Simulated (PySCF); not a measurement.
## How methods differ on the ionisation energy of Ga

Ga [Ar] 3d10 4s2 4p1 (2P) → Ga⁺ [Ar] 3d10 4s2 (1S), as a difference of total energies. Computed with PySCF 2.14 in aug-cc-pVDZ-PP with ECP10MDF (5s4p3d, 32 functions), with scalar relativity through the core potential. Correlated levels: valence: 3s2 3p6 3d10 frozen. The calculations carry no spin-orbit coupling.

Problem. Order these methods by the ionisation energy they give, lowest first.
A. r2SCAN
B. UHF
C. MP2 (valence)
D. CCSD(T) (valence)

Solution. B (5.521 eV), C (5.673 eV), D (5.753 eV), A (6.068 eV).

Errors of the correlated levels include the incompleteness of this basis and the frozen core.

For comparison: 5.931 eV (measured; NIST levels, between the centres of gravity of the two terms).
